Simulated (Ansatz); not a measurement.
Zn₂Se₂ was relaxed with B3LYP-D4 (def2-SVP) in Ansatz in these states: neutral quintet, neutral singlet, neutral triplet. The geometries follow in no particular order.

A:

Cartesian coordinates in Å:
```
Zn 0.275 -0.067 1.210
Zn -0.275 0.069 -1.209
Se -1.976 -0.038 0.447
Se 1.976 0.035 -0.447
```

B:

```csv
atom,x (Å),y (Å),z (Å)
Zn1,1.4759,0.3189,-0.1851
Zn2,-1.3807,-0.6302,-0.0471
Se3,-0.4490,1.1465,-1.3767
Se4,0.3537,-0.8352,1.6090
```

C:

```xyz
4

Zn    0.9969    0.6202    1.1760
Zn   -1.4744   -0.4817   -0.5962
Se    0.5476   -1.8579    0.3919
Se   -0.0700    1.7193   -0.9717
```

Q: Judge from the bond lengths which geometry belongs to which state (an estimate).

A: A is the neutral singlet (Zn1–Zn2 2.485 Å, Zn2–Se3 2.377 Å, Zn1–Se4 2.377 Å); B is the neutral triplet (Zn1–Zn2 3.013 Å, Zn2–Se3 2.407 Å, Zn1–Se4 2.410 Å); C is the neutral quintet (Zn1–Zn2 3.235 Å, Zn2–Se3 2.638 Å, Zn1–Se4 2.638 Å).
